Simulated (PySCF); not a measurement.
# Adding and removing an electron: ZnN

r²SCAN; Zn def2-TZVPPD, N def2-TZVPPD; no relativity (PySCF 2.14). Neutral (UKS): quartet (σ ↑, π ↑↑), Re = 2.019 Å, ωe = 371 cm⁻¹, De = 0.50 eV, HOMO -5.48 eV, LUMO -3.41 eV.

ZnN⁺ (UKS): triplet (π ↑↑), Re = 1.946 Å, ωe = 466 cm⁻¹, De = 1.22 eV to Zn⁺ + N. The energies at the minima are -1833.97355 hartree for ZnN and -1833.66177 for ZnN⁺.

(1) Work out the adiabatic ionisation energy, without and with harmonic zero-point energies (1 hartree = 27.2114 eV, 1 eV = 8065.5 cm⁻¹), and the change of the bond length.

For an ion De counts to the pair picked by the measured ionisation energies or electron affinities, which need not be the lowest pair at this level. States were picked by a PBE0 search and need not be the measured ground states.

Answers

(1) At r²SCAN: 0.31178 hartree = 8.484 eV between the minima; the zero-point term (466.0 − 371.0)/2 cm⁻¹ = +0.006 eV makes it 8.490 eV. Re changes by -7.3 pm against the neutral. The electron leaves a σ orbital, and the shorter bond of the ion fits an antibonding orbital, or a change in how ionic the bond is.
